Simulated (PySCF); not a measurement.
H5InP2, SMILES [PH2][InH][PH2].

The structure is a stationary point at B3LYP-D3(BJ)/def2-SVP. The def2 effective core potentials stand for the cores of In; spin–orbit coupling is left out. Other conformers were not sampled.

Method: TDA-ωB97X/def2-SVPD run with PySCF.

Vertical excitations.  State labels are in the subgroup Cs.

Q: Give excitation energies, oscillator strengths and character. (Estimate from the structure and the level; the computed values follow.)

A: 
```json
[
 {"state": "S1", "symmetry": "A\"", "energy (eV)": "4.33", "λ (nm)": "286", "f": "0.042", "main pairs": "HOMO→LUMO 90 %"},
 {"state": "S2", "symmetry": "A'", "energy (eV)": "4.92", "λ (nm)": "252", "f": "0.011", "main pairs": "HOMO−1→LUMO 84 %"},
 {"state": "S3", "symmetry": "A\"", "energy (eV)": "5.71", "λ (nm)": "217", "f": "0.371", "main pairs": "HOMO→LUMO+1 74 %"},
 {"state": "S4", "symmetry": "A\"", "energy (eV)": "5.99", "λ (nm)": "207", "f": "0.047", "main pairs": "HOMO→LUMO+4 66 %"},
 {"state": "S5", "symmetry": "A'", "energy (eV)": "6.25", "λ (nm)": "198", "f": "0.043", "main pairs": "HOMO−3→LUMO 30 %, HOMO→LUMO+3 28 %, HOMO−1→LUMO+1 21 %, HOMO→LUMO+5 6 %"},
 {"state": "S6", "symmetry": "A\"", "energy (eV)": "6.26", "λ (nm)": "198", "f": "0.027", "main pairs": "HOMO→LUMO+2 41 %, HOMO−2→LUMO 36 %"},
 {"state": "S7", "symmetry": "A'", "energy (eV)": "6.32", "λ (nm)": "196", "f": "0.029", "main pairs": "HOMO−1→LUMO+4 27 %, HOMO−1→LUMO+1 25 %, HOMO→LUMO+5 23 %, HOMO−3→LUMO 9 %"},
 {"state": "S8", "symmetry": "A\"", "energy (eV)": "6.55", "λ (nm)": "189", "f": "0.209", "main pairs": "HOMO−2→LUMO 42 %, HOMO→LUMO+2 35 %"},
 {"state": "S9", "symmetry": "A'", "energy (eV)": "6.58", "λ (nm)": "188", "f": "0.162", "main pairs": "HOMO−3→LUMO 41 %, HOMO−1→LUMO+1 17 %, HOMO→LUMO+3 10 %, HOMO−1→LUMO 7 %"},
 {"state": "S10", "symmetry": "A'", "energy (eV)": "6.88", "λ (nm)": "180", "f": "0.071", "main pairs": "HOMO−1→LUMO+2 40 %, HOMO→LUMO+3 15 %, HOMO−1→LUMO+1 12 %, HOMO→LUMO+5 11 %"},
 {"state": "T1", "symmetry": "A\"", "energy (eV)": "3.79", "λ (nm)": "327", "f": "0", "main pairs": "HOMO→LUMO 92 %"},
 {"state": "T2", "symmetry": "A'", "energy (eV)": "4.42", "λ (nm)": "281", "f": "0", "main pairs": "HOMO−1→LUMO 90 %"},
 {"state": "T3", "symmetry": "A\"", "energy (eV)": "4.76", "λ (nm)": "261", "f": "0", "main pairs": "HOMO→LUMO+1 78 %"},
 {"state": "T4", "symmetry": "A'", "energy (eV)": "5.35", "λ (nm)": "232", "f": "0", "main pairs": "HOMO−1→LUMO+1 62 %, HOMO−1→LUMO+2 11 %, HOMO→LUMO+3 10 %"}
]
```
Triplets are in the Tamm–Dancoff approximation.
